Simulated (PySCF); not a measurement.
Estimate the missing entries of this data sheet.

Species: C₆H₁₃FO.
SMILES with atom numbers: `[CH3:1][O:2][CH2:3][C:4]([CH3:5])([CH3:6])[CH2:7][F:8]` (hydrogens: H9, H10, H11 on C1; H12, H13 on C3; H14, H15, H16 on C5; H17, H18, H19 on C6; H20, H21 on C7)

Conformer (atom-mapped SMILES and torsion angles): `[CH3:1][O:2][CH2:3][C:4]([CH3:5])([CH3:6])[CH2:7][F:8]`: C1–O2–C3–C4 -178°, O2–C3–C4–C5 -178°, C3–C4–C7–F8 -178°.

```json
{"property": "point group", "level": "PBE0-D3(BJ)/def2-SVP", "value": "C1"}
{"property": "rotational constants A, B, C", "level": "PBE0-D3(BJ)/def2-SVP", "value": "?"}
{"property": "dipole moment", "level": "CAM-B3LYP/def2-SVPD", "value": "?"}
{"property": "HOMO energy", "level": "CAM-B3LYP/def2-SVPD", "value": "?"}
{"property": "LUMO energy", "level": "CAM-B3LYP/def2-SVPD", "value": "?"}
{"property": "lowest singlet excitation", "level": "TDDFT CAM-B3LYP/def2-SVPD", "value": "7.24 eV (171 nm, f = 0.033)"}
{"property": "strongest line among the 6 lowest singlet transitions", "level": "TDDFT CAM-B3LYP/def2-SVPD", "value": "S6 at 8.77 eV (141 nm, f = 0.060)"}
{"property": "static isotropic polarisability", "level": "CAM-B3LYP/def2-SVPD", "value": "80.2 au"}
{"property": "electronic spatial extent ⟨r²⟩ about the centre of nuclear charge", "level": "CAM-B3LYP/def2-SVPD", "value": "1207 bohr²"}
```

Gas-phase values; electronic properties from PySCF, density fitting. One conformer (not necessarily the lowest) at the PBE0-D3(BJ)/def2-SVP geometry, without solvent, vibrations or thermal averaging.

Task: What is the LUMO energy?

Result: 1.20 eV.

Task: The HOMO energy?

Result: -9.15 eV.

Task: What are the rotational constants A, B, C?

Result: 3.201, 1.185, 1.087 GHz.

Task: What is the dipole moment?

Result: 2.77 D.

With B = h/(8π²I), that is 505.379 GHz u Å² over I, the principal moments of inertia are 157.9, 426.5 and 464.9 u Å² (most abundant isotopes). No computed singlet falls in the visible range (750 to 380 nm, 1.65 to 3.26 eV); S1 lies 3.98 eV above its blue end. The rotational constants make it an asymmetric top with κ = (2B − A − C)/(A − C) = -0.91, nearer the prolate limit (−1). The polarisability is 11.88 Å³ as a volume (1 au = 0.148185 Å³), or 1.21 au for each of the 66 electrons. The largest Löwdin shares of the HOMO are 0.57 on O2, 0.10 on C3, 0.10 on C1 and 0.05 on H12.

For the TDDFT job (CAM-B3LYP/def2-SVPD), rough CPU time on one thread of a shared machine: about 1.8 min.
